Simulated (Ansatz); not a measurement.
Basis sets compared for the cluster Cu₂F₂. The state is a singlet with charge 0. Geometry PBE-D4/def2-SVP. Ansatz on 4 threads of Arm Neoverse V2 on a shared host; times are rough, and most runs start from earlier orbitals.

```
atom   x (Å)   y (Å)   z (Å)
 Cu1   0.167   0.573  -0.169
 Cu2  -0.415  -1.637   0.426
  F3   1.405   1.053  -1.302
  F4  -1.157   0.010   1.044
```

Another isomer (singlet) lies 0.08 eV lower at PBE0-D4/def2-TZVP.

Binding counts from free atoms (Cu doublet, F doublet) in the same basis, without a counterpoise term.

```tsv
level	functions	energy (Eh)	HOMO (eV)	LUMO (eV)	binding per atom (eV)	wall time
PBE-D4/def2-SVP	90	-3479.4559	-5.12	-4.09	2.90	0.85 s
PBE-D4/def2-TZVP	152	-3480.2142	-5.87	-4.64	2.63	1.1 s
r2SCAN-D4/def2-TZVP (with forces)	152	-3480.7756	-6.00	-4.38	2.61	3.1 s
PBE0-D4/def2-SVP	90	-3479.4565	-6.68	-3.26	2.59	1.1 s
PBE0-D4/def2-TZVP	152	-3480.1934	-7.26	-3.71	2.40	1.9 s
```

Problem. Estimate the rows for PBE-D4/def2-TZVPD, r2SCAN-D4/def2-TZVPD, PBE0-D4/def2-TZVPD.

Solution. 
```json
{"level": "PBE-D4/def2-TZVPD", "functions": "176", "energy (Eh)": "-3480.2208", "HOMO (eV)": "-5.93", "LUMO (eV)": "-4.67", "binding per atom (eV)": "2.66", "wall time": "1.6 s"}
{"level": "r2SCAN-D4/def2-TZVPD", "functions": "176", "energy (Eh)": "-3480.7814", "HOMO (eV)": "-6.02", "LUMO (eV)": "-4.40", "binding per atom (eV)": "2.64", "wall time": "3.1 s"}
{"level": "PBE0-D4/def2-TZVPD", "functions": "176", "energy (Eh)": "-3480.1992", "HOMO (eV)": "-7.29", "LUMO (eV)": "-3.73", "binding per atom (eV)": "2.43", "wall time": "2.5 s"}
```
